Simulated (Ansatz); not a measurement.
Two isomers of C2H10AlNSi: A = `[CH3][AlH][CH2]N[SiH3]`, B = `C[SiH2][N](C)[AlH2]`.

Program: Ansatz. Geometries: PBE0-D4/def2-TZVP. ΔE: electronic, gas phase. CCSD(T)/CBS adds triple-zeta CCSD(T) − MP2 to the extrapolated MP2 energy (def2 sets, frozen cores). Functionals use def2-TZVPP. B3LYP here is the variant with VWN-RPA as its local correlation; programs differ in this. One conformer a species, not always the lowest.

**Question.** Which isomer does CCSD(T)/CBS put lower? Give the gap. (An estimate is asked.)

**Answer.** Ansatz gave: B, by 26.9 kcal/mol.

**Question.** Give E(B) − E(A) in kcal/mol with ωB97M-V, CCSD(T)/def2-TZVPP, MP2/def2-TZVPP, PBE0-D4, HF/def2-TZVPP, B2PLYP, B3LYP. (An estimate is asked.)

**Answer.** The calculation gave: ωB97M-V -25.8, CCSD(T)/def2-TZVPP -27.5, MP2/def2-TZVPP -28.2, PBE0-D4 -24.6, HF/def2-TZVPP -30.2, B2PLYP -27.6, B3LYP -26.6. None reverses the order clearly.

Largest T1 diagnostic: 0.011.

In def2-TZVPP, CCSD(T) changes the Hartree–Fock value by +2.7 kcal/mol (the triples alone add +0.2 kcal/mol) and MP2 by +2.0 kcal/mol.
